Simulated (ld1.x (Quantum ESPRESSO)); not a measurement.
# What one change does to a pseudopotential (silicon, TM)

silicon, norm-conserving Troullier–Martins (Kleinman–Bylander form), made with ld1.x (Quantum ESPRESSO) 7.5 (revPBE, non-relativistic). Core [Ne], reference 3s2 3p2. Waves: 3p (bound): rc 1.60 bohr; 3d channel at 0.35 Ry: rc 1.70 bohr; 3s (bound): rc 1.25 bohr. Local part: the s channel. Core correction: Bessel-smoothed model core inside 1.10 bohr.

Change: functional LDA (PZ).

Cutoffs: the cutoffs (Ry, on a coarse ladder) from which the occupation-weighted sum of valence levels, in a spherical-Bessel basis at the reference potential, stays within 10 and 1 mRy of its value at 400 Ry; they do not see the model core or the augmentation charge, which bear on the density cutoff. Errors are all-electron minus pseudo energies relative to the spin-unpolarised reference configuration.

**Question.** What does the change do?

**Answer.** The potential gets harder (50 Ry and 110 Ry → 50 Ry and 140 Ry); the number of tests with a reliable result goes from 7 to 9; of the 7 tests that both files solve, the error grows in 2 and shrinks in 1 by more than 15 % and 0.3 meV (median size 4.0 → 4.5 meV); neither file shows a bound ghost.

```tsv
quantity	base	changed
cutoff, loose	50 Ry	50 Ry
cutoff, tight	110 Ry	140 Ry
loose cutoff by channel (10 mRy a level)	p 6 Ry, s 40 Ry	p 6 Ry, s 45 Ry
bound ghosts	none	none
error for 3s2 3p1, meV [ΔE 7.73 → 7.84 eV]	+4.0	+4.5
error for 3s2 3p0, meV [ΔE 23.71 → 23.97 eV]	+22	+26
error for 3s1 3p0, meV [ΔE 57.52 → 58.04 eV]	+67	+71
error for 3s1 3p2, meV [ΔE 15.09 → 15.19 eV]	+9.4	+7.9
error for 3s1 3p3, meV [ΔE 6.74 → 6.75 eV]	-0.9	-2.1
error for 3s2 3p1.5, meV [ΔE 2.92 → 2.97 eV]	+0.7	+0.8
error for 3s2 3p2.3, meV [ΔE -0.93 → -0.96 eV]	+0.1	+0.1
s: phases at 1.85 bohr within 0.05 rad from the reference energy up to (Ry; the scan ends near 5)	1.8	1.7
p: phases at 1.85 bohr within 0.05 rad from the reference energy up to (Ry; the scan ends near 5)	1.4	1.5
d: phases at 1.85 bohr within 0.05 rad from the reference energy up to (Ry; the scan ends near 5)	to the end of the scan	to the end of the scan
```
